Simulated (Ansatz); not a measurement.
## Ligand exchange: In(CH3)2I + C2H4F3N → In(CH3)2(NH2) + C2H2F3I

Gas-phase species: In(CH3)2I, singlet; C2H4F3N (2,2,2-trifluoroethylamine) `NCC(F)(F)F`, singlet; In(CH3)2(NH2), singlet; C2H2F3I (1,1,1-trifluoro-2-iodoethane) `FC(F)(F)CI`, singlet. The partners trade I for NH2: In–I and C–NH2 bonds give way to In–NH2 and C–I.

Shapes, held fixed at every level: PBE0-D4/def2-TZVP. Flexible molecules stand in one conformer, not always the lowest. Programs: Ansatz 0.2.0. The zero-point and thermal change to 298 K, harmonic and unscaled (PBE0-D4/def2-TZVP), is -8.9 kJ/mol.

```csv
level,kind,ΔH(298 K) (kJ/mol),less CCSD(T)/def2-TZVPP
HF/def2-TZVPP,Hartree–Fock,+160.6,+41.4
r2SCAN-D4/def2-TZVPP,meta-GGA,+129.6,+10.4
r2SCAN0-D4/def2-TZVPP,global hybrid,+139.0,+19.8
wB97M-V/def2-TZVPP,range-separated hybrid,+126.1,+6.9
wB97X-V/def2-TZVPP,range-separated hybrid,+128.0,+8.8
B2PLYP/def2-TZVPP,double hybrid,+125.3,+6.1
CCSD(T)/def2-SVP,coupled cluster or CI,+149.1,+29.9
CCSD(T)/def2-TZVPP,coupled cluster or CI,+119.2,0.0
```

The highest level, CCSD(T)/def2-TZVPP, gives ΔH(298 K) = +119.2 kJ/mol; the levels span +119.2 to +160.6. The column of differences is taken from that level and isn't an error. No measured value is set beside it here. For atoms past krypton def2 sets carry core potentials with scalar relativity. Outer-core shells of I, In are correlated, in sets that cover them unevenly. CCSD(T)/def2-TZVPP lies outside the range of the other correlated levels here, so it shouldn't be taken on trust.
